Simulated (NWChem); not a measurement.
System: C2H6BO3, doublet; SMILES COB([O])OC

Output (shortened):

```
             Northwest Computational Chemistry Package (NWChem) 7.3.0
             --------------------------------------------------------

 C1  symmetry detected

                             Geometry "geometry" -> ""
                             -------------------------

 Output coordinates in angstroms (scale by  1.889725989 to convert to a.u.)

  No.       Tag          Charge          X              Y              Z
 ---- ---------------- ---------- -------------- -------------- --------------
    1 C                    6.0000    -0.80508099    -2.02731202    -0.00031052
    2 O                    8.0000    -0.64800259    -0.64241725     0.00050544
    3 B                    5.0000     0.61420756     0.01973553     0.00008428
    4 O                    8.0000     1.68280467    -0.68142232     0.00046276
    5 O                    8.0000     0.48652290     1.39174664    -0.00066694
    6 C                    6.0000    -0.75565121     2.02209630     0.00006595
    7 H                    1.0000    -0.36933053    -2.48199122     0.89193779
    8 H                    1.0000    -0.36720352    -2.48115681    -0.89526172
    9 H                    1.0000    -1.88579556    -2.20184172    -0.00175915
   10 H                    1.0000    -0.84813599     2.63939710     0.89837044
   11 H                    1.0000    -0.84599810     2.64023608    -0.89805240
   12 H                    1.0000    -1.56078078     1.27471675     0.00340095

 Effective nuclear repulsion energy (a.u.)     233.6243797841

                                Z-matrix (autoz)
                                --------

 Units are Angstrom for bonds and degrees for angles

[...]

      ----------------------
      Optimization converged
      ----------------------

  Step       Energy      Delta E   Gmax     Grms     Xrms     Xmax
  ---- ---------------- -------- -------- -------- -------- --------
@    6    -330.39203640 -2.2D-07  0.00006  0.00002  0.00063  0.00171
                                     ok       ok       ok       ok

                                Z-matrix (autoz)
                                --------

 Units are Angstrom for bonds and degrees for angles

[...]

 Rotational Constants
 --------------------
 A=   0.210806 cm-1  (  0.303296 K)
 B=   0.086452 cm-1  (  0.124383 K)
 C=   0.062770 cm-1  (  0.090310 K)

 Temperature                      =   298.15K
 frequency scaling parameter      =   1.0000

 Zero-Point correction to Energy  =   58.009 kcal/mol  (  0.092443 au)
 Thermal correction to Energy     =   62.423 kcal/mol  (  0.099477 au)
 Thermal correction to Enthalpy   =   63.015 kcal/mol  (  0.100421 au)

 Total Entropy                    =   83.205 cal/mol-K
   - Translational                =   39.354 cal/mol-K (mol. weight =  89.0410)
   - Rotational                   =   26.735 cal/mol-K (symmetry #  =        1)
   - Vibrational                  =   17.116 cal/mol-K

 Cv (constant volume heat capacity) =   21.840 cal/mol-K
   - Translational                  =    2.979 cal/mol-K
   - Rotational                     =    2.979 cal/mol-K
   - Vibrational                    =   15.881 cal/mol-K

[normal modes left out]

 ----------------------------------------------------------------------------
 Normal Eigenvalue ||           Projected Infra Red Intensities
  Mode   [cm**-1]  || [atomic units] [(debye/angs)**2] [(KM/mol)] [arbitrary]
 ------ ---------- || -------------- ----------------- ---------- -----------
    1      -24.196 ||    0.000009           0.000         0.009       0.002
    2       -0.000 ||    0.000014           0.000         0.013       0.003
    3       -0.000 ||    0.000757           0.017         0.738       0.191
    4       -0.000 ||    0.001313           0.030         1.280       0.331
    5       -0.000 ||    0.000176           0.004         0.171       0.044
    6       -0.000 ||    0.000635           0.015         0.620       0.160
    7        0.000 ||    0.000571           0.013         0.556       0.144
    8       77.253 ||    0.007753           0.179         7.558       1.956
    9       95.388 ||    0.000140           0.003         0.137       0.035
   10      138.155 ||    0.000132           0.003         0.129       0.033
   11      174.561 ||    0.007804           0.180         7.608       1.969
   12      248.405 ||    0.002281           0.053         2.223       0.575
   13      389.968 ||    0.010957           0.253        10.681       2.764
   14      511.801 ||    0.012136           0.280        11.831       3.062
   15      633.891 ||    0.051835           1.196        50.532      13.077
   16      766.791 ||    0.002588           0.060         2.523       0.653
   17     1035.076 ||    0.073315           1.691        71.472      18.496
   18     1129.045 ||    0.016912           0.390        16.487       4.267
   19     1190.026 ||    0.000598           0.014         0.583       0.151
   20     1192.753 ||    0.000174           0.004         0.169       0.044
   21     1206.339 ||    0.025721           0.593        25.074       6.489
   22     1229.597 ||    0.025443           0.587        24.803       6.419
   23     1344.682 ||    0.277952           6.413       270.962      70.121
   24     1429.655 ||    0.520729          12.014       507.632     131.368
   25     1512.417 ||    0.006890           0.159         6.716       1.738
   26     1528.106 ||    0.003587           0.083         3.497       0.905
   27     1532.202 ||    0.002723           0.063         2.654       0.687
   28     1532.407 ||    0.007723           0.178         7.528       1.948
   29     1532.908 ||    0.012759           0.294        12.438       3.219
   30     1542.407 ||    0.121126           2.794       118.079      30.557
   31     3047.790 ||    0.065042           1.501        63.407      16.409
   32     3054.422 ||    0.045082           1.040        43.948      11.373
   33     3113.144 ||    0.033843           0.781        32.992       8.538
   34     3120.845 ||    0.037924           0.875        36.970       9.567
   35     3141.555 ||    0.024397           0.563        23.784       6.155
   36     3145.608 ||    0.025962           0.599        25.309       6.550
 ----------------------------------------------------------------------------

 ===============================================================================
      Negative Nuclear Hessian Mode    1  Eigenvalue =    -24.20 cm**(-1)
 -------------------------------------------------------------------------------
   Raw step length:  0.517 angstroms ;  The Raw step for this mode is:
    1 C                    6.0000    -0.00000639     0.00001093     0.00543491
    2 O                    8.0000     0.00000935     0.00000087     0.01962574
    3 B                    5.0000     0.00000665     0.00000238     0.00109889
    4 O                    8.0000     0.00000241     0.00000008    -0.00578139
    5 O                    8.0000    -0.00000007     0.00000492    -0.01560929
    6 C                    6.0000    -0.00000932    -0.00001811    -0.00449366
    7 H                    1.0000     0.00733667    -0.00843399    -0.00247568
    8 H                    1.0000    -0.00735412     0.00845055    -0.00247360
    9 H                    1.0000    -0.00001587     0.00002497     0.01154851
   10 H                    1.0000    -0.14790444    -0.21209557     0.14802524
   11 H                    1.0000     0.14790599     0.21189348     0.14821533
   12 H                    1.0000    -0.00003946     0.00012696    -0.29804042

  Geometry after  100.0% step for mode  1; Step length =  0.517 angstroms
   Maximum component (any atom: x,y, or z) displacement:  0.563
    1 C                    6.0000    -0.77492536    -2.14013254     0.00452594
    2 O                    8.0000    -0.74921035    -0.71500116     0.01981437
    3 B                    5.0000     0.41924268     0.00071853     0.00110658
    4 O                    8.0000     1.61082189    -0.68786683    -0.00603059
    5 O                    8.0000     0.45121958     1.35694905    -0.01552352
    6 C                    6.0000    -0.74150342     2.13605065    -0.00380675
    7 H                    1.0000    -0.27684721    -2.55501450     0.88817191
    8 H                    1.0000    -0.29034052    -2.53682606    -0.89486015
    9 H                    1.0000    -1.82436539    -2.44466544     0.00972346
   10 H                    1.0000    -0.89197122     2.56119429     1.03932881
   11 H                    1.0000    -0.59638706     2.98613768    -0.74102392
   12 H                    1.0000    -1.63824634     1.51021085    -0.29757468

  Geometry after -100.0% step for mode  1; Step length =  0.517 angstroms
   Maximum component (any atom: x,y, or z) displacement:  0.563
    1 C                    6.0000    -0.77491259    -2.14015439    -0.00634389
    2 O                    8.0000    -0.74922906    -0.71500289    -0.01943711
    3 B                    5.0000     0.41922937     0.00071377    -0.00109119
    4 O                    8.0000     1.61081708    -0.68786700     0.00553219
    5 O                    8.0000     0.45121972     1.35693922     0.01569505
    6 C                    6.0000    -0.74148478     2.13608687     0.00518057
    7 H                    1.0000    -0.29152055    -2.53814652     0.89312326
    8 H                    1.0000    -0.27563229    -2.55372717    -0.88991295
    9 H                    1.0000    -1.82433365    -2.44471539    -0.01337356
   10 H                    1.0000    -0.59616234     2.98538543     0.74327834
   11 H                    1.0000    -0.89219903     2.56235073    -1.03745458
   12 H                    1.0000    -1.63816742     1.50995693     0.29850617

  Geometry after   50.0% step for mode  1; Step length =  0.259 angstroms
   Maximum component (any atom: x,y, or z) displacement:  0.282
    1 C                    6.0000    -0.77492217    -2.14013800     0.00180848
    2 O                    8.0000    -0.74921503    -0.71500160     0.01000150
    3 B                    5.0000     0.41923935     0.00071734     0.00055714
    4 O                    8.0000     1.61082069    -0.68786687    -0.00313989
    5 O                    8.0000     0.45121961     1.35694660    -0.00771888
    6 C                    6.0000    -0.74149876     2.13605970    -0.00155992
    7 H                    1.0000    -0.28051555    -2.55079750     0.88940975
    8 H                    1.0000    -0.28666347    -2.54105134    -0.89362335
    9 H                    1.0000    -1.82435745    -2.44467793     0.00394921
   10 H                    1.0000    -0.81801900     2.66724207     0.96531619
   11 H                    1.0000    -0.67034005     2.88019094    -0.81513158
   12 H                    1.0000    -1.63822661     1.51014737    -0.14855447

  Geometry after  -50.0% step for mode  1; Step length =  0.259 angstroms
   Maximum component (any atom: x,y, or z) displacement:  0.282
    1 C                    6.0000    -0.77491578    -2.14014893    -0.00362643
    2 O                    8.0000    -0.74922438    -0.71500246    -0.00962424
    3 B                    5.0000     0.41923270     0.00071496    -0.00054175
    4 O                    8.0000     1.61081828    -0.68786695     0.00264150
    5 O                    8.0000     0.45121968     1.35694168     0.00789040
    6 C                    6.0000    -0.74148944     2.13607781     0.00293374
    7 H                    1.0000    -0.28785221    -2.54236351     0.89188542
    8 H                    1.0000    -0.27930935    -2.54950189    -0.89114975
    9 H                    1.0000    -1.82434158    -2.44470290    -0.00759930
   10 H                    1.0000    -0.67011456     2.87933764     0.81729096
   11 H                    1.0000    -0.81824604     2.66829747    -0.96334691
   12 H                    1.0000    -1.63818715     1.51002041     0.14948596

  Geometry after   35.5% step for mode  1; Step length =  0.184 angstroms
   Maximum component (any atom: x,y, or z) displacement:  0.200
    1 C                    6.0000    -0.77492124    -2.14013958     0.00102099
    2 O                    8.0000    -0.74921638    -0.71500172     0.00715782
    3 B                    5.0000     0.41923838     0.00071699     0.00039791
    4 O                    8.0000     1.61082034    -0.68786688    -0.00230220
    5 O                    8.0000     0.45121962     1.35694588    -0.00545716
    6 C                    6.0000    -0.74149741     2.13606232    -0.00090880
    7 H                    1.0000    -0.28157860    -2.54957546     0.88976846
    8 H                    1.0000    -0.28559789    -2.54227578    -0.89326494
    9 H                    1.0000    -1.82435515    -2.44468155     0.00227588
   10 H                    1.0000    -0.79658829     2.69797380     0.94386798
   11 H                    1.0000    -0.69177099     2.84948850    -0.83660734
   12 H                    1.0000    -1.63822089     1.51012897    -0.10536970

  Geometry after  -35.5% step for mode  1; Step length =  0.184 angstroms
   Maximum component (any atom: x,y, or z) displacement:  0.200
    1 C                    6.0000    -0.77491671    -2.14014734    -0.00283894
    2 O                    8.0000    -0.74922302    -0.71500234    -0.00678055
    3 B                    5.0000     0.41923366     0.00071530    -0.00038253
    4 O                    8.0000     1.61081863    -0.68786694     0.00180380
    5 O                    8.0000     0.45121967     1.35694239     0.00562869
    6 C                    6.0000    -0.74149079     2.13607519     0.00228263
    7 H                    1.0000    -0.28678916    -2.54358556     0.89152671
    8 H                    1.0000    -0.28037493    -2.54827744    -0.89150817
    9 H                    1.0000    -1.82434388    -2.44469928    -0.00592597
   10 H                    1.0000    -0.69154527     2.84860592     0.83873917
   11 H                    1.0000    -0.79681510     2.69899991    -0.94187115
   12 H                    1.0000    -1.63819287     1.51003880     0.10630120

  Geometry after   17.8% step for mode  1; Step length =  0.092 angstroms
   Maximum component (any atom: x,y, or z) displacement:  0.100
    1 C                    6.0000    -0.77492011    -2.14014152     0.00005601
    2 O                    8.0000    -0.74921804    -0.71500188     0.00367323
    3 B                    5.0000     0.41923720     0.00071657     0.00020280
    4 O                    8.0000     1.61081991    -0.68786690    -0.00127570
    5 O                    8.0000     0.45121964     1.35694501    -0.00268570
    6 C                    6.0000    -0.74149575     2.13606554    -0.00011095
    7 H                    1.0000    -0.28288124    -2.54807798     0.89020802
    8 H                    1.0000    -0.28429215    -2.54377620    -0.89282575
    9 H                    1.0000    -1.82435234    -2.44468598     0.00022542
   10 H                    1.0000    -0.77032753     2.73563183     0.91758578
   11 H                    1.0000    -0.71803202     2.81186635    -0.86292329
   12 H                    1.0000    -1.63821389     1.51010643    -0.05245198

  Geometry after  -17.8% step for mode  1; Step length =  0.092 angstroms
   Maximum component (any atom: x,y, or z) displacement:  0.100
    1 C                    6.0000    -0.77491784    -2.14014540    -0.00187396
    2 O                    8.0000    -0.74922136    -0.71500218    -0.00329596
    3 B                    5.0000     0.41923484     0.00071573    -0.00018742
    4 O                    8.0000     1.61081906    -0.68786693     0.00077730
    5 O                    8.0000     0.45121966     1.35694326     0.00285722
    6 C                    6.0000    -0.74149244     2.13607197     0.00148477
    7 H                    1.0000    -0.28548652    -2.54508304     0.89108715
    8 H                    1.0000    -0.28168067    -2.54677703    -0.89194736
    9 H                    1.0000    -1.82434670    -2.44469485    -0.00387551
   10 H                    1.0000    -0.71780602     2.81094789     0.86502137
   11 H                    1.0000    -0.77055408     2.73662206    -0.91555520
   12 H                    1.0000    -1.63819987     1.51006135     0.05338347
```

Level: B3LYP/6-31G* (spherical d), spin-unrestricted. B3LYP is NWChem's, with the RPA form of VWN correlation.

### Question
Reconstruct the input file.

### Answer
This is not unique; one that fits is the input that was run:
```
start job
memory heap 200 mb stack 900 mb global 1100 mb
geometry units angstroms
  C      1.893382    -0.356612     1.092644
  O      0.549847    -0.338760     0.722235
  B      0.054842     0.278185    -0.463501
  O      0.877393     0.858928    -1.250692
  O     -1.311142     0.149172    -0.590630
  C     -2.085683    -0.516437     0.356676
  H      2.281707     0.652552     1.245975
  H      2.507887    -0.878213     0.351722
  H      1.931255    -0.904373     2.039708
  H     -2.818627     0.177771     0.777904
  H     -2.591280    -1.360894    -0.120964
  H     -1.450469    -0.892452     1.170271
end
basis spherical
  * library 6-31g*
end
dft
  odft
  mult 2
  xc b3lyp
  iterations 150
end
driver
  maxiter 120
end
task dft optimize
task dft freq
```
